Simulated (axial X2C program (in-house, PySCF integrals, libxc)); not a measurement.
The numbers below are computed, except where a source is named.
# OsN: input and output

Program: an axial X2C code built on PySCF integrals.

Input file and command:
```json
{
 "zs": [
  76,
  7
 ],
 "q": 0,
 "bas": [
  "dyall-cv3z",
  "dyall-av3z"
 ],
 "levels": [
  "PBE0",
  "HF",
  "TPSS"
 ],
 "cc": true,
 "r0": 1.76,
 "thr": -2.0,
 "nmax": 90,
 "npts": 10,
 "nst": 2,
 "ntry": 6
}
```
```bash
python so2c.py task.json out
```

Keys: zs atomic numbers; q charge; bas basis sets; levels methods; cc coupled cluster on or off; r0 starting distance in Å; thr threshold in hartree for freezing inner shells (an s shell follows its p shell); nmax most natural virtual spinors; npts points on the curve; nst determinants followed; ntry starts of the search. HF also brings MP2.

Output of the HF step, spin-free, at R = 1.599 Å for the state M_S = 1/2, Λ = 2. It starts from PBE0 orbitals of this distance.

```
spin-free X2C-1e  HF
basis functions 235  fitting functions 1171  grid points 5073
iter        total energy     max residual
   1     -17304.594216639     1.07e+00
   2     -17304.638445201     1.61e-02
   3     -17304.640405118     1.43e-02
   4     -17304.642511887     9.05e-03
   5     -17304.643571431     7.97e-03
   6     -17304.644622720     5.44e-03
   7     -17304.645381415     5.54e-03
   8     -17304.643224714     5.57e-03
   9     -17304.636164835     4.04e-03
  10     -17304.636340834     3.50e-03
  11     -17304.636592481     2.51e-03
  12     -17304.636607971     1.53e-03
  13     -17304.636661331     1.02e-03
  14     -17304.636821204     7.29e-04
  15     -17304.636945551     3.77e-04
  16     -17304.636979544     2.61e-04
  17     -17304.636994280     1.45e-04
  18     -17304.636997403     1.00e-04
  19     -17304.636998255     5.60e-05
  20     -17304.636998567     3.95e-05
  21     -17304.636998657     2.85e-05
  22     -17304.636998693     2.09e-05
  23     -17304.636998711     1.85e-05
  24     -17304.636998729     1.68e-05
  25     -17304.636998747     1.37e-05
  26     -17304.636998755     1.35e-05
  27     -17304.636998753     1.36e-05
  28     -17304.636998744     1.38e-05
  29     -17304.636998720     1.31e-05
  30     -17304.636998663     7.19e-06
  31     -17304.636998631     2.88e-06
  32     -17304.636998629     9.77e-07
converged
one-electron -24088.79413556  Coulomb 6954.01107411  exact exchange -345.91539823  xc functional 0.00000000  nuclear repulsion 176.06146104
correlated 13  virtual 297  natural virtual 90  E(MP2) -0.537169542  MP2 remainder -0.038585000
iter   CCSD correlation   residual
   1     -0.408294431   3.68e-01
   2     -0.449191336   2.13e-01
   3     -0.457852156   6.46e-02
   4     -0.462148991   3.81e-02
   5     -0.464233249   1.70e-02
   6     -0.464602786   6.94e-03
   7     -0.464695604   3.01e-03
   8     -0.464812459   1.21e-03
   9     -0.464830023   5.38e-04
  10     -0.464824678   2.39e-04
  11     -0.464831708   9.06e-05
  12     -0.464828171   3.60e-05
  13     -0.464828913   1.41e-05
  14     -0.464828375   6.64e-06
  15     -0.464828084   3.55e-06
  16     -0.464828018   1.79e-06
  17     -0.464827881   9.99e-07
  18     -0.464827840   5.43e-07
  19     -0.464827826   2.82e-07
(T) -0.031466545  T1 0.0880  D1 0.1467  max T2 0.074
```
Energies are in hartree; totals compare only within one Hamiltonian and basis. T1 is large, a sign of multireference character or of a spin-contaminated reference. Where the energy jumps back up, the SCF was restarted by another method. T1 in the output is the amplitude norm over the root of the electron number; divide by √2 for the Lee–Taylor value. The determinant is spin-polarised beyond a pure state at some levels (its spin-free form has ⟨S²⟩ too high), which makes Re and μ there less reliable.
